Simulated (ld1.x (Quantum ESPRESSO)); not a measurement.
Transferability test, TM potential for Ru

```
Element                 : ruthenium
Generator               : ld1.x (Quantum ESPRESSO) 7.5
Type                    : norm-conserving Troullier–Martins (Kleinman–Bylander form)
Functional              : PW91
Relativity              : scalar-relativistic
Frozen core             : [Kr]
Valence charge          : 8
Reference configuration : 4d7 5s1 5p0
Partial waves           : 5p (bound, empty): rc 2.75 bohr; 4d (bound): rc 1.20 bohr; 5s (bound): rc 2.15 bohr
Local potential         : the s channel
Core correction         : a·sin(br)/r model core inside 1.00 bohr
```

Energies are relative to the spin-unpolarised reference configuration 4d7 5s1 5p0; without spin polarisation the order of configurations can differ from experiment.

| valence configuration | charge | ΔE all-electron (eV) | error AE − PS (meV) |
| --- | --- | --- | --- |
| 4d6 5s0 5p0 | +2 | 25.608 | -124 |
| 4d5 5s0 5p0 | +3 | 56.304 | -674 |
| 4d8 5s0 5p0 | 0 | -0.334 | -76 |
| 4d7 5s0 5p1 | 0 | 3.494 | -2.8 |
| 4d7.5 5s0.5 5p0 | 0 | -0.317 | -22 |

Question: What are ΔE and the potential's error for 4d7 5s0 5p0?

Answer: ΔE = 7.353 eV all-electron; the error (AE − PS) is -13 meV.

Question: What are ΔE and the potential's error for 4d6 5s1 5p1?

Answer: ΔE = 5.673 eV all-electron; the error (AE − PS) is -119 meV.
